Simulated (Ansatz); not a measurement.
Input for Ansatz (a quantum-chemistry and plane-wave program): U-PBE/def2-TZVPP on H3O3Pt (SMILES [OH][Pt]([OH])[OH]), 2S+1 = 2, a spin state set in the input, which need not be the lowest. Elements past Kr take the def2 small-core potentials; no spin–orbit coupling.

Ansatz 0.2 input:
```yaml
crystal:
  periodic: [false, false, false]
  atoms:
    - {symbol: Pt, position_ang: [0.21469840, 0.07834948, -0.33770333]}
    - {symbol: O, position_ang: [1.94448208, -0.74336871, -0.31524734]}
    - {symbol: H, position_ang: [2.48750075, -0.51470957, -1.08420035]}
    - {symbol: O, position_ang: [-0.26422932, -0.74257250, 1.34044283]}
    - {symbol: H, position_ang: [-1.16763268, -0.41380962, 1.48983785]}
    - {symbol: O, position_ang: [-1.54752434, 0.84466596, -0.24817166]}
    - {symbol: H, position_ang: [-1.76930281, 1.41594143, -0.99404625]}
basis:
  gaussian:
    orbitals: def2-TZVPP
hamiltonian:
  xc: {name: PBE}
magnetization: {spin_polarized: true, initial_magnetization: 1}
```

It printed:

```
WARN ansatz: RAYON_NUM_THREADS=4 ignored (pool sized by the plan → 4); use --threads N
Functional definition: PBE
integrals: 0.09 GiB planned
1002 factors; their error is unknown
mean field: 0.89 GiB planned
mean field evaluation 1: about -9414.2361 eV, gradient 7.7e1 eV
mean field evaluation 2: about -9198.0904 eV, gradient 2.2e2 eV
mean field evaluation 4: about -9412.3558 eV, gradient 7.2e1 eV
mean field evaluation 8: about -9434.4342 eV, gradient 1.4e0 eV
mean field evaluation 16: about -9434.4306 eV, gradient 4.3e-3 eV
mean field evaluation 32: about -9431.5643 eV, gradient 1.7e1 eV
mean field evaluation 64: about -9433.0342 eV, gradient 2.8e0 eV
mean field -9434.43063455 eV, -346.7089309330 hartree, gradient 2.9e-5 eV, S^2 0.752440; 6 other end points of the search recorded, 0 dependent functions left out
reference -9434.43067497 eV, -346.7089324182 hartree; 23, 22 occupied and 168, 169 virtual orbitals, 1002 factors
Total energy: -9434.43067497 eV, -346.7089324182 hartree
```

Self-consistency was reached.

Cost: about 26 core-seconds (a rough figure).
